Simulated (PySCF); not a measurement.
Ligands exchanged one at a time, Ga CH3-OH. Isolated molecules, 0 K electronic values unless said otherwise. One relaxed conformer stands for each flexible species; it need not be the lowest. Strings in code marks are SMILES.

Level of theory: PBE-D3(BJ)/def2-TZVP // M06-2X/def2-TZVP run with PySCF. Excitations are Tamm–Dancoff values on a coarser integration grid. The basis has no diffuse functions, so Rydberg states are missing or too high.

```json
[
 {"species": "0 of 3 CH3 replaced by OH (`[CH3][Ga]([CH3])[CH3]`)", "HOMO–LUMO gap (eV)": "4.83", "S1–T1 gap (TDA) (eV)": "0.29", "T1 excitation (TDA) (eV)": "4.64", "LUMO (eV)": "-1.37"},
 {"species": "1 of 3 CH3 replaced by OH", "HOMO–LUMO gap (eV)": "5.36", "S1–T1 gap (TDA) (eV)": "0.27", "T1 excitation (TDA) (eV)": "5.18", "LUMO (eV)": "-1.06"},
 {"species": "2 of 3 CH3 replaced by OH", "HOMO–LUMO gap (eV)": "5.66", "S1–T1 gap (TDA) (eV)": "0.27", "T1 excitation (TDA) (eV)": "5.50", "LUMO (eV)": "-1.08"},
 {"species": "3 of 3 CH3 replaced by OH", "HOMO–LUMO gap (eV)": "5.32", "S1–T1 gap (TDA) (eV)": "0.31", "T1 excitation (TDA) (eV)": "5.14", "LUMO (eV)": "-1.87"}
]
```
